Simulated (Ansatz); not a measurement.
`FC(F)=CC(F)F` + HCl → `F/C(Cl)=C\C(F)F` + H–F  (substitution at a C–F bond)

Calculated with Ansatz (gas phase, PBE0-D4/def2-TZVP geometries, no zero-point term in ΔE). CBS: MP2 limit from def2 TZ/QZ plus the TZ coupled-cluster correction, frozen cores. This one scheme is used for every species. Functionals use def2-TZVPP. One conformer a species, not always the lowest.

```tsv
species	r2SCAN0-D4 energy (Eh)
`FC(F)=CC(F)F`	-514.79269
HCl	-460.78281
`F/C(Cl)=C\C(F)F`	-875.13762
H–F	-100.43391
```

Problem. Work out ΔE.

Solution. ΔE = (-875.13762) + (-100.43391) − (-514.79269) − (-460.78281) = 0.00397 Eh = +10.4 kJ/mol. CCSD(T)/CBS gives -2.7 kJ/mol.

Largest T1 diagnostic among the species: 0.012.

At CCSD(T), def2-SVP lies +26.6 kJ/mol from the extrapolated value and def2-TZVPP +6.8 kJ/mol. The D4 term adds −5.4 kJ/mol with B3LYP and −2.8 kJ/mol with PBE0; it sums over pairs of atoms, weighted by their polarisabilities, and B3LYP, whose exchange is more repulsive, gets the larger term. From BLYP to BHLYP (50 % exact exchange), in def2-TZVPP and without D4, ΔE moves by +5.9 kJ/mol.

B3LYP here is the variant with VWN-RPA as its local correlation; programs differ in this.
